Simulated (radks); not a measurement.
Results of a calculation; reference values are marked as such.
Valence configurations of Dy (all share [Xe]). Code: a radial shooting solver on a logarithmic mesh with Libxc functionals. Model: scalar-relativistic Kohn-Sham, LDA (Slater exchange, Perdew-Wang correlation), spin-unpolarised, spherical densities, finite nucleus; Fermi nuclear charge, rms radius 5.2218 fm. Energies are relative to 4f10 6s2; eigenvalues in eV.

valence          E (eV)    e(4f)   e(5d)   e(6p)   e(6s)
4f10 6s2          0.000   -3.326       -       -  -3.896
4f9.5 5d0.5 6s2   1.590   -6.264  -1.924       -  -4.189
4f9.5 6s2 6p0.5   2.022   -7.764       -  -1.760  -4.850
4f10 6s1 6p1      2.778   -4.775       -  -1.851  -4.734
4f9 5d1 6s2       4.416   -9.391  -2.477       -  -4.408
4f9 6s2 6p1       6.128  -12.651       -  -2.249  -5.758
4f9 5d2 6s1       6.521   -8.078  -1.772       -  -4.030
4f9 6s1 6p2       9.738  -13.969       -  -2.744  -6.452
4f8 5d2 6s2      14.177  -16.163  -3.531       -  -4.721

NIST lists [Xe] 4f10 6s2 as the ground configuration; this level of theory agrees among the configurations tried. The energies are those of spherical spin-averaged densities, not of single terms. No valid solution was reached for [Xe] 4f11 6s1.
